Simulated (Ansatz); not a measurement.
Ansatz (an electronic-structure program) input (RI-MP2/def2-QZVPP):
A basis named .json is the Basis Set Exchange file of that set.

Ansatz 0.2 input:
```yaml
crystal:
  periodic: [false, false, false]
  atoms:
    - {symbol: V, position_ang: [0.02640047, -0.05177735, -0.15770495]}
    - {symbol: O, position_ang: [-1.26537268, -0.95426977, -0.00144501]}
    - {symbol: O, position_ang: [-0.35790681, 1.41124491, -0.62617204]}
    - {symbol: F, position_ang: [1.37544724, -0.27388024, 0.96090559]}
basis:
  gaussian:
    orbitals: def2-QZVPP.json
    fitting: {mean_field: def2-universal-jkfit, correlation: def2-QZVPP-RIFIT.json}
magnetization: {spin_polarized: false}
correlation: {method: mp2, electrons: outside_noble_gas}
```

Output:

```
Functional definition: HF
integrals: 0.30 GiB planned
495 factors; integrals over basis functions are off by at most 1.4e0 eV
mean field: 0.75 GiB planned
mean field evaluation 1: about -32418.9315 eV, gradient 1.1e2 eV
mean field evaluation 2: about -32192.7089 eV, gradient 4.6e2 eV
mean field evaluation 4: about -32439.0984 eV, gradient 1.2e1 eV
mean field evaluation 8: about -32439.3532 eV, gradient 3.4e-1 eV
mean field evaluation 16: about -32431.9511 eV, gradient 1.7e1 eV
mean field evaluation 32: about -32418.9344 eV, gradient 1.1e2 eV
mean field -32439.35503277 eV, -1192.1243092698 hartree, gradient 2.5e-6 eV, S^2 0.000000; 0 other end points of the search recorded, 0 dependent functions left out; unrestricted orbitals would lower it
unrestricted determinant -32440.86090732 eV, -1192.1796491388 hartree, S^2 1.4800
12 core orbitals not correlated
732 factors; their error is unknown
reference -32439.35503277 eV, -1192.1243092698 hartree; 12, 12 occupied and 240, 240 virtual orbitals, 732 factors
second order -31.77924410 eV of doubles, -0.00000000 eV of singles
Total energy: -32471.13427687 eV, -1193.2921749496 hartree
```
